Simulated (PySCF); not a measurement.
**Deuteron quadrupole couplings in `ClC(Cl)C1(Cl)CC1`**

C₄H₅Cl₃.
Z-matrix (Å and degrees, GFN2-xTB geometry), rows numbered from 1:
```
Cl
C   1  1.7714
Cl  2  1.7882  1  108.78
C   2  1.5037  1  111.90  3   121.37
Cl  4  1.7671  2  109.45  1   170.75
C   4  1.4976  2  122.87  1    27.10
C   4  1.4953  2  121.89  1   -45.74
H   2  1.0927  1  107.43  3  -115.55
H   6  1.0786  4  116.93  7  -108.41
H   6  1.0788  4  118.14  7   108.95
H   7  1.0786  4  117.73  6   108.54
H   7  1.0796  4  117.26  6  -108.90
```

Level: PBE0/pcSseg-1 (PySCF, non-relativistic); Q(2H) = 0.00286 b; rigid geometry, the same for H and D, with no vibrational averaging.

Task: Tabulate Vzz, the asymmetry η and χzz = 234.96 MHz × Q × Vzz for every hydrogen position.

Result: 
```tsv
atom	bonded to	bond length (Å)	Vzz (au)	η	χzz (kHz)
H8	C2	1.093	0.2851	0.02	192
H9	C6	1.079	0.3293	0.06	221
H10	C6	1.079	0.3267	0.06	220
H11	C7	1.079	0.3299	0.06	222
H12	C7	1.080	0.3265	0.06	219
```

Task: Give the 2H NMR doublet splittings at H8 for a magnetic field along the z, y and x axes of the gradient: 3χ/2, 3χ(1 + η)/4, 3χ(1 − η)/4.

Result: With |χ| = 191.5 kHz and η = 0.019: 287, 146 and 141 kHz, to first order and without motion.

Geometry: GFN2-xTB, one conformer, isolated molecule. GFN2-xTB bond lengths can be off by several hundredths of an ångström, more for odd bonds, and the gradients follow them. With a basis this small, the couplings can be 20 % off.
